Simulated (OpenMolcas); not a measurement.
**Fe2+: ligand-field states by method**

Fe2+ with its 6 nearest fluoride ions at 2.014 Å, on the Li site of LiF (a = 4.028 Å, distance in the model lattice 2.014 Å). The rest of the host is ab initio model potentials to 7.6 Å and point charges beyond; the distance is set by hand and nothing relaxes, and no local charge compensation is placed. Ligand basis ANO-RCC-VDZP.
```
Fe    0.0000    0.0000    0.0000
F     2.0140    0.0000    0.0000
F     0.0000    2.0140    0.0000
F    -2.0140    0.0000    0.0000
F     0.0000   -2.0140    0.0000
F     0.0000    0.0000    2.0140
F     0.0000    0.0000   -2.0140
```

- Program: OpenMolcas 26.06
- Basis: ANO-RCC-VTZP [6s5p3d2f1g]
- Scalar Hamiltonian: DKH2, point nucleus
- Active space: 6 electrons in 5 orbitals (3d)
- State averaging: 2S+1 = 5 even, 5 roots; 2S+1 = 3 even, 45 roots; 2S+1 = 1 even, 50 roots
- Spin-orbit coupling: state interaction with AMFI integrals over the reference wave functions

I. CASSCF
II. SS-CASPT2, IPEA 0.25 Eh, imaginary shift 0.1 Eh (closed shells correlated: 3s 3p and the ligand valence shells)

Spin-free states (labels of O, the rotations of Oh) in cm-1, each column counted from its own energy of the first state listed:

```csv
State,Degeneracy,I,II
5T2,3,0,0
5E,2,10394,12420
3T1,3,15091,11220
1A1,1,17376,11570
3T2,3,19067,14150
3T1,3,23020,19930
1T1,3,24844,19610
3T2,3,25399,20860
3E,2,26253,22560
3T1,3,26940,22780
3T2,3,31530,26710
1T2,3,31564,25840
3A2,1,32061,28090
3T1,3,33555,31680
3E,2,34286,32080
1E,2,34460,29470
1A1,1,35521,29400
1T2,3,37111,30590
3A1,1,37304,34590
3T2,3,38601,33450
```

From I to II, I's first state of the same spin (5E) moves from 10394 to 12420 cm-1, by about +2000 cm-1.

From I to II, I's first state of another spin (3T1) moves from 15091 to 11220 cm-1, by about -3900 cm-1.

χT at 300 K: I 4.05, II 4.03 cm3 K/mol.

Roots that are degenerate in the reference are averaged as groups; the widest CASPT2 spread within a group is 150 cm-1 (the 3-fold group of multiplicity 5 near 0 cm-1 above the lowest state of its run, II). Shifts and gaps below about the spread of the groups concerned are not significant. Over all roots computed the reference weight is 0.73 to 0.75 in II; a low but even weight reflects the number of correlated electrons. An orbital triplet at a regular site is open to Jahn-Teller coupling, which can distort the site and quench the lowest spin-orbit gaps and is left out. Ligand-to-metal charge-transfer states are missing. Without dynamic correlation the repulsion within the d shell is too large (B by tens of per cent), so at a given field states of lower spin stand too high (holds for I). With no ligand orbital active B as a rule stays too high, so bands that hang on it stand too high and its fall with covalency is understated (holds for I). With metal d orbitals alone and no dynamic correlation 10Dq can be off by a tenth to a fifth, either way, in oxide and fluoride hosts (holds for I). A single d shell leaves out the double-shell effect, which counts most for late 3d ions, where the CASPT2 field can be off either way by tens of per cent (holds for II). These CASPT2 states fit no ligand-field parameters well, so their order and spin gaps are uncertain (holds for II). For late 3d ions with one d shell CASPT2 can put B and the spin-flip bands somewhat low as well as high (holds for II). With one d shell and no ligand orbital active, 10Dq can be off by tens of per cent for divalent 3d ions, low with halides held by bare charges and at times high in hosts (holds for II). Free-ion shares, where given, are those of the reference states; single-state CASPT2 does not remix them (holds for II). The distance lies 2 % under the 2.063 Å that this model takes as the normal distance (a Shannon-type radius plus a fixed donor radius, weighted with the host); by an R⁻⁵ law this alone changes a d-shell field by about +13 %. No measured value stands beside these numbers; the geometry was set by hand and not optimised.
